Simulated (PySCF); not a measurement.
CH3Cl, charge +1, doublet, at a GFN2-xTB geometry (a state made from the parent by changing its charge; the spin is typed, not shown lowest). Base run: HF/3-21G run with PySCF.

Input for PySCF:
```python
from pyscf import gto, scf

mol = gto.M(
    atom='''
C    -0.001316    0.045233   -1.082383
Cl    0.000779   -0.026766    0.640490
H    -0.032116    1.094163   -1.421473
H     0.908733   -0.428975   -1.486269
H    -0.881960   -0.481562   -1.486289
''',
    basis='3-21g',
    charge=1,
    spin=1,
    verbose=4,
)

mf = scf.UHF(mol)
mf.kernel()
mo_i, mo_e, stable_i, stable_e = mf.stability(internal=True, external=True, return_status=True, nroots=6, tol=1e-6)
print('internally stable:', stable_i, ' externally stable:', stable_e)
if not stable_i:
    umf = mf.copy()
    umf.scf_summary = {}
    umf.kernel(umf.make_rdm1(mo_i, mf.mo_occ))
```

The bond that is stretched is that between atoms 2 and 1. A test that says stable can miss a lower solution.

Variants of this job, named by their change:

```json
[
 {"change": "base", "ΔE vs base (eV)": "0.00", "<S^2>": "0.754", "stability test says": "stable"},
 {"change": "bond × 1.25", "ΔE vs base (eV)": "-0.18", "<S^2>": "0.761", "stability test says": "stable"},
 {"change": "bond × 1.5", "ΔE vs base (eV)": "0.47", "<S^2>": "0.769", "stability test says": "stable"},
 {"change": "bond × 1.8", "ΔE vs base (eV)": "1.08", "<S^2>": "0.757", "stability test says": "stable"},
 {"change": "bond × 2.2", "ΔE vs base (eV)": "1.39", "<S^2>": "0.751", "stability test says": "stable"},
 {"change": "bond × 3.0", "ΔE vs base (eV)": "1.49", "<S^2>": "0.750", "stability test says": "stable"}
]
```

On stretching, the SCF can end on different states; <S^2> shows the spin contamination of each.
